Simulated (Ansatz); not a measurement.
A set of 12 reactions (ligand exchange), with CCSD(T)/CBS values in kJ/mol:

```csv
reaction,ΔE
`P[PH][GaH2]` + `[OH][AlH2]` → `[AlH2][O]P` + `[PH2][GaH2]`,17.7
`BC[SiH2]S` + `BNC` → `BN(C)[SiH2]S` + `BC`,-21.2
`BOB[SiH3]` + `O[Si]S` → `[SiH3]O[Si]S` + `BOB`,-125.1
`N[SiH](F)[Si](N)(O)O` + HBr → `N[SiH](F)Br` + `N[SiH](O)O`,-117.9
`BN(C)BC` + `C[SiH](N)Cl` → `BN[SiH](C)Cl` + `CBNC`,-31.9
`CC(F)([SiH3])[SiH3]` + `BC[SiH2]S` → `BC[SiH2]S[SiH3]` + `CC(F)[SiH3]`,-79.8
`C[NH][InH][OH]` + `N[SiH3]` → `[OH][InH][NH][SiH3]` + CH₃NH₂,-20.5
`OBCl` + H₂S → `SBCl` + H₂O,59.5
`[SiH3][SiH2][SiH2][SiH3]` + `[OH][Cd][O][SiH3]` → `[SiH3][O][Cd][O][SiH3]` + `[SiH3][SiH2][SiH3]`,-95.1
`BO[SiH2]C` + `C=CS` → `C=CS[SiH2]C` + `BO`,29.1
`BB(N)[SiH3]` + `[SiH3][AlH][SH]` → `[SiH3][AlH][S][SiH3]` + `BBN`,-71.6
`C[O][In]([CH3])[Cl]` + HI → `[CH3][In]([Cl])[I]` + CH₃OH,-118.5
```

Calculated with Ansatz (gas phase, PBE0-D4/def2-TZVP geometries, no zero-point term in ΔE). CCSD(T)/CBS adds triple-zeta CCSD(T) − MP2 to the extrapolated MP2 energy (def2 sets, frozen cores). Small cases extrapolate CCSD(T) itself. Functionals use def2-TZVPP. B3LYP here is the variant with VWN-RPA as its local correlation; programs differ in this. def2 core potentials past Kr. For Br, Cd, Ga, I, In outer-core shells are correlated without core-valence functions, which leaves a few kJ/mol of doubt a bond. Scalar relativity is left out up to krypton. One conformer a species, not always the lowest.

Give the mean, mean absolute and largest difference (level minus CCSD(T)/CBS, kJ/mol) for: r2SCAN-D4, PBE0-D4, B3LYP-D4, ωB97M-V, PBE, PBE0, B3LYP, MP2/def2-TZVPP, SCS-MP2/def2-TZVPP, CCSD/def2-TZVPP, HF/def2-QZVPP, MP2/def2-QZVPP, HF/CBS(def2), MP2/CBS(def2). (An estimate is asked.)

Ansatz gave: 
```json
{"level": "r2SCAN-D4", "mean": "2.6", "mean absolute": "3.7", "largest": "6.5"}
{"level": "PBE0-D4", "mean": "3.3", "mean absolute": "7.8", "largest": "17.1"}
{"level": "B3LYP-D4", "mean": "1.2", "mean absolute": "4.3", "largest": "-14.4"}
{"level": "ωB97M-V", "mean": "-0.6", "mean absolute": "2.6", "largest": "-11.4"}
{"level": "PBE", "mean": "8.2", "mean absolute": "11.4", "largest": "26.4"}
{"level": "PBE0", "mean": "3.5", "mean absolute": "6.9", "largest": "16.8"}
{"level": "B3LYP", "mean": "1.7", "mean absolute": "7.1", "largest": "-22.3"}
{"level": "MP2/def2-TZVPP", "mean": "-3.3", "mean absolute": "3.9", "largest": "-9.7"}
{"level": "SCS-MP2/def2-TZVPP", "mean": "-3.7", "mean absolute": "5.4", "largest": "-16.7"}
{"level": "CCSD/def2-TZVPP", "mean": "-0.5", "mean absolute": "4.3", "largest": "-14.5"}
{"level": "HF/def2-QZVPP", "mean": "-10.7", "mean absolute": "18.7", "largest": "-56.1"}
{"level": "MP2/def2-QZVPP", "mean": "-3.9", "mean absolute": "5.1", "largest": "-10.2"}
{"level": "HF/CBS(def2)", "mean": "-10.8", "mean absolute": "18.8", "largest": "-56.4"}
{"level": "MP2/CBS(def2)", "mean": "-4.2", "mean absolute": "6.1", "largest": "-10.8"}
```

The largest T1 diagnostic in the set is 0.016, for `[OH][Cd][O][SiH3]` (customary mark 0.02).

CCSD(T)/CBS is a level of theory with its own doubt, and the functionals carry their triple-zeta basis error, so these figures describe this set and don't rank the functionals.
